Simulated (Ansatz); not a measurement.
[NbO3(OH)]2- (NbO4H²⁻). Total charge -2; singlet. Geometry B3LYP-D4/def2-SVPD, basis def2-TZVPD, Ansatz.

```json
{"run": "A", "HOMO (eV)": "0.00", "LUMO (eV)": "7.66"}
{"run": "B", "HOMO (eV)": "3.34", "LUMO (eV)": "6.75"}
{"run": "C", "HOMO (eV)": "1.24", "LUMO (eV)": "7.02"}
{"run": "D", "HOMO (eV)": "3.88", "LUMO (eV)": "6.63"}
{"run": "E", "HOMO (eV)": "1.30", "LUMO (eV)": "6.92"}
{"run": "F", "HOMO (eV)": "3.87", "LUMO (eV)": "6.14"}
```

In the def2 sets Nb takes a core potential; there is no spin–orbit coupling. LC-ωPBE has ω = 0.4 bohr⁻¹. A multiply charged anion in the gas phase is held together partly by the finite basis.

The runs used BHLYP, CAM-B3LYP, LC-ωPBE, LDA (SPW92), r2SCAN, r2SCANh. Estimate which is which.

A LC-ωPBE (range-separated); B r2SCANh (10 % exact exchange); C CAM-B3LYP (range-separated); D r2SCAN (0 % exact exchange); E BHLYP (50 % exact exchange); F LDA (SPW92) (0 % exact exchange). Exact exchange lowers occupied and raises empty levels; among semilocal functionals meta-GGAs tend to open the gap a little, and such runs are hard to tell apart. The gap grows from 2.27 eV (LDA (SPW92)) to 7.66 eV (LC-ωPBE). At LC-ωPBE/def2-TZVPD, r2SCANh-D4/def2-TZVPD, CAM-B3LYP-D4/def2-TZVPD, r2SCAN-D4/def2-TZVPD and others the highest occupied level of the charge -2 singlet lies above zero (up to 3.88 eV). The electron is either unbound and held by the finite basis, or the level is raised by self-interaction error.
